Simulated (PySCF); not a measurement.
Job file and geometry (Å, from GFN2-xTB) of an NMR shielding run on `InChI=1S/C4H8OSSi3/c1-2-4(6-3-1)9-7-5-8-9/h1-3,9H,7-8H2`, PySCF, GIAO PBE0/pcSseg-1 NMR shielding, non-relativistic, gas phase; density fitting, a coarse starting grid and PySCF grid level 2 are the driver's defaults:

```
$ OMP_NUM_THREADS=1 python probes_run.py task.json out

{"job": {"kind": "nmr", "xc": "PBE0", "basis": "pcSseg-1"}, "charge": 0, "multiplicity": 1}
C      2.870560     0.608616     0.747616
C      3.480798    -0.212958    -0.145375
S      2.346532    -1.062293    -1.116632
C      1.011820    -0.302065    -0.311429
Si    -0.751057    -0.697396    -0.804436
Si    -2.361141    -1.065163     0.865152
O     -3.120269     0.266648     0.221833
Si    -2.316505     1.042371    -1.009509
C      1.465130     0.554890     0.650482
H      3.402311     1.228543     1.447727
H      4.529461    -0.376033    -0.296219
H     -0.640021    -1.677838    -1.903354
H     -2.104441    -0.755149     2.271089
H     -3.324930    -2.156839     0.760619
H     -2.041140     2.397129    -0.531128
H     -3.255127     1.088707    -2.127486
H      0.801021     1.130861     1.271141
```

**Question.** Write the output of this run.

**Answer.** 
```
coarse grid: 16888 points
cycle   1  E = -1498.1232348266  dE =  1.479e+00  |g| = 8.551e-01  |ddm| = 4.213e+00
cycle   2  E = -1497.7043678591  dE =  4.189e-01  |g| = 1.646e+00  |ddm| = 3.001e+00
cycle   3  E = -1498.2613204938  dE = -5.570e-01  |g| = 1.292e-01  |ddm| = 2.441e+00
cycle   4  E = -1498.2633300765  dE = -2.010e-03  |g| = 9.162e-02  |ddm| = 2.736e-01
cycle   5  E = -1498.2654010001  dE = -2.071e-03  |g| = 2.662e-02  |ddm| = 1.206e-01
cycle   6  E = -1498.2655819613  dE = -1.810e-04  |g| = 8.038e-03  |ddm| = 3.686e-02
cycle   7  E = -1498.2655986439  dE = -1.668e-05  |g| = 2.381e-03  |ddm| = 1.041e-02
cycle   8  E = -1498.2656001051  dE = -1.461e-06  |g| = 5.570e-04  |ddm| = 3.354e-03
final grid: 146544 points
cycle   9  E = -1498.3290871697  dE = -1.375e-05  |g| = 1.027e-02  |ddm| = 2.702e-02
cycle  10  E = -1498.3290459309  dE =  4.124e-05  |g| = 1.669e-02  |ddm| = 2.688e-02
cycle  11  E = -1498.3291102008  dE = -6.427e-05  |g| = 1.198e-03  |ddm| = 1.862e-02
cycle  12  E = -1498.3291105234  dE = -3.226e-07  |g| = 4.326e-04  |ddm| = 1.644e-03
cycle  13  E = -1498.3291105703  dE = -4.687e-08  |g| = 9.331e-05  |ddm| = 4.741e-04
cycle  14  E = -1498.3291105720  dE = -1.712e-09  |g| = 4.964e-05  |ddm| = 1.422e-04
cycle  15  E = -1498.3291105726  dE = -6.266e-10  |g| = 1.026e-05  |ddm| = 5.641e-05
converged SCF energy = -1498.3291105726

GIAO shielding tensors (ppm)
atom      isotropic    diamagn.    paramagn.     s11        s22        s33       span
  0 C       53.660     253.975    -200.315    -28.958     40.769    149.169    178.127
  1 C       45.082     264.752    -219.670    -44.705     37.675    142.276    186.981
  2 S      234.489    1057.115    -822.626     78.507    270.498    354.463    275.957
  3 C       50.631     261.668    -211.037    -25.542     25.094    152.341    177.883
  4 Si     367.037     881.853    -514.816    277.787    378.611    444.713    166.926
  5 Si     340.848     879.152    -538.305    259.438    318.032    445.074    185.636
  6 O      272.717     398.265    -125.548    121.631    318.965    377.555    255.924
  7 Si     340.899     879.139    -538.240    259.500    317.954    445.243    185.743
  8 C       43.941     251.222    -207.281    -47.641     33.415    146.048    193.689
  9 H       24.297      30.377      -6.080     21.089     24.713     27.090      6.001
 10 H       24.220      30.256      -6.036     21.466     23.775     27.419      5.953
 11 H       25.642      29.081      -3.439     21.610     26.691     28.624      7.014
 12 H       25.663      30.040      -4.377     23.245     23.932     29.811      6.566
 13 H       25.733      28.893      -3.160     22.586     24.110     30.502      7.916
 14 H       25.648      30.026      -4.378     23.232     23.907     29.806      6.574
 15 H       25.726      28.876      -3.150     22.589     24.097     30.493      7.904
 16 H       23.873      33.481      -9.607     20.237     23.556     27.826      7.589
```

**Question.** Turn these shieldings into chemical shifts. Referencing at the same level of theory: 13C (186.93 ppm), 29Si (349.16 ppm), 1H (31.72 ppm) against TMS; CS2 for 33S (503.73 ppm); 17O (336.08 ppm) vs H2O.

**Answer.** Averaging equivalent atoms: C 8: 143.0; C 1: 141.8; C 3: 136.3; C 0: 133.3; S 2: 269; Si 5/7: 8.3; Si 4: -17.9; O 6: 63.4; H 16: 7.84; H 10: 7.50; H 9: 7.42; H 11: 6.08; H 12/14: 6.06; H 13/15: 5.99 ppm. Experimental scales use liquid or dissolved standards, which lie at an offset from isolated H2O (liquid H2O: subtract about 36 ppm).

Size and cost of the density-fitted run: 221 basis functions, 84 s wall time on 1 thread of an Arm Neoverse N1, shared host; peak memory 1.1 GiB.
